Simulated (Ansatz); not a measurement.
Molecule: bis(prop-2-enyl)silane, C6H12Si, net charge 0, singlet state. SMILES: C=CC[SiH2]CC=C
Geometry from a B3LYP-D3(BJ)/def2-TZVP (Ansatz, an electronic-structure program) optimisation:
```
C
H 1 1.0936
H 1 1.0942 2 107.40
C 1 1.4937 2 110.85 3 121.37
C 4 1.3286 1 125.63 2 15.74
H 5 1.0820 4 121.51 1 178.10
H 5 1.0844 6 116.91 4 -179.92
H 4 1.0869 5 118.65 6 0.35
Si 1 1.8886 2 108.20 3 -115.51
H 9 1.4839 1 109.50 2 -55.45
H 9 1.4850 10 108.48 1 119.46
C 9 1.8947 10 109.70 11 119.16
H 12 1.0936 9 108.18 10 63.51
H 12 1.0943 13 107.32 9 116.05
C 12 1.4935 13 110.89 14 121.16
C 15 1.3289 12 125.63 13 17.03
H 16 1.0820 15 121.52 12 177.92
H 16 1.0844 17 116.90 15 -179.65
H 15 1.0870 16 118.62 17 0.49
```

Wanted: atomisation energy (electronic, to ground-state atoms), in eV. Cores are frozen in the correlated levels unless marked. UHF or UKS for open shells. Spin-orbit coupling is left out. Non-relativistic. The coupled-cluster limit lacks core correlation, which all-electron functionals hold. Basis-set limits of correlation are two-point, X^-3; Hartree-Fock from the larger set. The bracket is a focal-point correction in the basis named.

```tsv
level	program	atomisation energy (eV)
PBE-D3(BJ)/def2-TZVPD	Ansatz + dftd3	80.13
revPBE-D4/def2-TZVPD	Ansatz + dftd4	78.50
BHLYP-D4/def2-TZVPD	Ansatz + dftd4	77.03
HSE06/def2-TZVPD	Ansatz	78.86
CAM-B3LYP-D4/def2-TZVPD	Ansatz + dftd4	78.97
B2GP-PLYP-D4/def2-TZVPD	Ansatz + dftd4	77.77
CCSD/6-31G*	Ansatz	71.27
CCSD(T)/6-31G*	Ansatz	71.98
RI-MP2/CBS(aug-cc-pV(T+d)Z,aug-cc-pV(Q+d)Z)+[CCSD(T)-MP2]/aug-cc-pV(D+d)Z	Ansatz	78.54
RI-MP2/CBS(aug-cc-pV(T+d)Z,aug-cc-pV(Q+d)Z)+[CCSD(T)-MP2]/aug-cc-pV(T+d)Z	Ansatz	78.68
```
